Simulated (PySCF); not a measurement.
**Unknown compound**

The spectra below were simulated for a compound C7F5N.

¹³C{¹H} NMR (computed): δ 159.7 (C, dd, J = 330.3, 9.5 Hz), 156.2 (C, dtt, J = 330.4, 10.1, 1.6 Hz), 148.5 (C, m), 113.3 (C), 94.6 (C, tt, J = 13.3, 1.6 Hz).

Level of theory: J couplings at B3LYP/pcJ-1, geometry: PBE0-D3(BJ)/def2-SVP, GIAO PBE/pcSseg-2 shieldings, in PySCF (rapidly exchanging positions averaged, non-relativistic, in vacuum, one computed conformer).

δ = σ(ref) − σ, references computed at the same level: TMS for ¹³C (σref 179.39).

Propose a structure and justify it.

## Answers


- Rings plus π bonds: 6 (1 ring in the answer).
- 5 carbon signals for 7 carbons: some carbons are equivalent by symmetry or fast rotation.
- Carbon types of the structure: 7 × C.
- δC 159.7, 156.2, 148.5: aromatic carbon bearing fluorine; the electronegative substituent deshields the carbon that carries it.
- δC 113.3: nitrile carbon; this is the usual window of a C≡N carbon, which has no attached hydrogen.
- δC 94.6: substituted aromatic carbon.

The compound is `N#Cc1c(F)c(F)c(F)c(F)c1F`.

The data come from this structure; uniqueness wasn't tested.

C–F couplings over four or more bonds (about 3 Hz to the para carbon of a fluoroarene) are left out. Common functionals overestimate the size of one-bond C–F couplings by tens of Hz; these are unscaled. Shifts are as computed, not scaled to solution data. Of 1309 compounds with measured shifts, 239 miss one by over three times the rms of a fit or turn the order of signals round; such compounds aren't used in these exercises.
